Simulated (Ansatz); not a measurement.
Reaction (ligand exchange at the In–S bond): `[SH][In]([Cl])[Cl]` + H–F → `[F][In]([Cl])[Cl]` + H₂S

Gas-phase electronic energies from Ansatz, PBE0-D4/def2-TZVP geometries. CCSD(T)/CBS is the MP2 limit (def2-TZVPP, def2-QZVPP) plus CCSD(T) − MP2 in def2-TZVPP, frozen cores. This one scheme is used for every species. Functionals use def2-TZVPP. Elements past krypton have def2 core potentials. For In outer-core shells are correlated without core-valence functions, which leaves a few kJ/mol of doubt a bond. One conformer a species, not always the lowest.

| level | ΔE (kJ/mol) |
| --- | --- |
| PBE-D4 | 45.5 |
| BLYP-D4 | 36.0 |
| CCSD/def2-TZVPP | 47.1 |
| SCS-MP2/def2-QZVPP | 46.5 |

What does CCSD(T)/CBS give? (Estimate.)

Computed: +49.0 kJ/mol. The listed levels differ from it by -3.5, -13.0, -1.9, -2.5 kJ/mol.

Largest T1 diagnostic among the species: 0.014.

At CCSD(T), def2-SVP lies −15.6 kJ/mol from the extrapolated value and def2-TZVPP −0.4 kJ/mol. From r2SCAN to r2SCAN0 (25 % exact exchange), in def2-TZVPP and without D4, ΔE moves by +7.3 kJ/mol. The D4 term adds +6.2 kJ/mol with B3LYP and +3.5 kJ/mol with PBE0; it sums over pairs of atoms, weighted by their polarisabilities, and B3LYP, whose exchange is more repulsive, gets the larger term.

B3LYP here is the variant with VWN-RPA as its local correlation; programs differ in this.
